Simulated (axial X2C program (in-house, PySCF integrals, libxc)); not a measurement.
**Low determinants of GeH⁺ at the PBE0 level, 2c**

All values were computed with an in-house relativistic program for diatomic molecules. Two-component (2c) means X2C with spin–orbit coupling and atomic mean-field two-electron Coulomb and Gaunt terms. Basis: Ge dyall-cv3z [9s9p7d4f1g], H dyall-v3z [6s2p1d] (cores contracted in-house); Gaussian nuclei, density fitting, unrestricted open shells. Masses: Ge 73.921 u, H 1.008 u.

Search at 1.585 Å (vertical energies from the lowest determinant):

| ΔE (eV) | state | electrons beyond evenly filled partner blocks | electrons in ±ω = 1/2, 3/2, 5/2, 7/2 |
| --- | --- | --- | --- |
| 0.00 | Ω = 0 | none | 22 8 2 0 |
| 2.41 | Ω = 2 | ω = 1/2, ω = 3/2 | 21 9 2 0 |
| 2.62 | Ω = 1 | 2 × ω = 1/2 | 22 8 2 0 |
| 2.77 | Ω = 1 | ω = -1/2, ω = 3/2 | 21 9 2 0 |
| 7.96 | Ω = 0 | none | 20 10 2 0 |

Lowest determinant, Ω = 0 (closed shell): Re = 1.585 Å, ωe = 1995.3 cm⁻¹.

The determinant in row 2 of the search, Ω = 2 (⟨Sz⟩ = 1.00, ⟨Lz⟩ = 1.00 at PBE0), was followed along the bond at PBE0; measured from the minimum of the lowest determinant it gives:

Te = 2.373 eV (19139 cm⁻¹), Re = 1.687 Å, ωe = 1137.7 cm⁻¹.

Question: Compare the bond of the determinant in row 2 with that of the lowest one.

Answer: At PBE0 its Re is 0.102 Å longer and its force constant, which goes as ωe², is 0.33 times that of the lowest determinant. T0 ≈ Te + Δωe/2 = 19139 + (-429) = 18710 cm⁻¹.

The search compares states at one distance, so a state with another bond length can lie lower; it is not exhaustive and yields mostly the lowest determinant of each block pattern, so other components and higher states of one pattern are missing. These are energies of single determinants, not of spin-adapted states; PBE0 term energies can be off by some tenths of an eV, and the functional has no current term. Open-shell Ω = 0 determinants with evenly filled partner blocks cannot be reached by this program, so the Ω shown need not be the lowest component.
